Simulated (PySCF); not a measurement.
# Correlation energy of As⁺ (arsenic, charge +1)

[Ar] 3d10 4s2 4p2, high-spin 3P determinant. Calculation: PySCF 2.14, in cc-pVDZ-PP with ECP10MDF (4s3p2d, 23 functions); a scalar-relativistic core potential. Frozen: 3s2 3p6 3d10; 4 electrons correlated.

MP2 pair energies summed by pair of shells (mhartree):

```json
{"pair": "4s-4p", "energy": "-25.37", "share (%)": "60.0"}
{"pair": "4s-4s", "energy": "-12.71", "share (%)": "30.1"}
{"pair": "4p-4p", "energy": "-4.21", "share (%)": "10.0"}
```

Total MP2 correlation energy: -42.30 mhartree.

Same-spin part -7.00 and opposite-spin part -35.29 mhartree; SCS-MP2 scales them by 1/3 and 6/5 to -44.68 mhartree.

```json
{"level": "CCSD", "correlation energy (mhartree)": "-58.69"}
{"level": "(T)", "correlation energy (mhartree)": "-0.61"}
{"level": "CCSD(T)", "correlation energy (mhartree)": "-59.30"}
```

Diagnostics: T1 = 0.0064, D1 = 0.0180, largest double amplitude 0.095.

Cost of the coupled-cluster step: 0.06 s of wall time on 1 thread of Intel(R) Xeon(R) 6975P-C (shared host), for 4 correlated electrons.

Iterations:

```
CC2 = 0
CCSD nocc = (np.int64(3), np.int64(1)), nmo = (14, 14)
frozen orbitals [[0, 1, 2, 3, 4, 5, 6, 7, 8], [0, 1, 2, 3, 4, 5, 6, 7, 8]]
max_cycle = 100
direct = 0
conv_tol = 1e-08
conv_tol_normt = 1e-06
diis_space = 8
diis_start_cycle = 0
Init t2, MP2 energy = -0.0422959367946614
Init E_corr(UCCSD) = -0.0422959367948429
cycle = 1  E_corr(UCCSD) = -0.0537424917399367  dE = -0.0114465549  norm(t1,t2) = 0.0454383
cycle = 2  E_corr(UCCSD) = -0.0569839891176122  dE = -0.00324149738  norm(t1,t2) = 0.0162176
cycle = 3  E_corr(UCCSD) = -0.0586965278490278  dE = -0.00171253873  norm(t1,t2) = 0.00686617
cycle = 4  E_corr(UCCSD) = -0.0586824603040592  dE = 1.4067545e-05  norm(t1,t2) = 0.0011078
cycle = 5  E_corr(UCCSD) = -0.0586918692145947  dE = -9.40891054e-06  norm(t1,t2) = 0.000143184
cycle = 6  E_corr(UCCSD) = -0.0586889586094808  dE = 2.91060511e-06  norm(t1,t2) = 1.70658e-05
cycle = 7  E_corr(UCCSD) = -0.0586899590209271  dE = -1.00041145e-06  norm(t1,t2) = 3.07702e-06
cycle = 8  E_corr(UCCSD) = -0.0586897103260051  dE = 2.48694922e-07  norm(t1,t2) = 7.52135e-07
cycle = 9  E_corr(UCCSD) = -0.0586897245877856  dE = -1.42617805e-08  norm(t1,t2) = 1.33116e-07
cycle = 10  E_corr(UCCSD) = -0.0586897443552941  dE = -1.97675085e-08  norm(t1,t2) = 7.76745e-08
cycle = 11  E_corr(UCCSD) = -0.0586897436405982  dE = 7.14695844e-10  norm(t1,t2) = 1.17101e-08
UCCSD converged
E(UCCSD) = -330.9094492374355  E_corr = -0.05868974364059824
UCCSD(T) correction = -0.000614062892394537
```
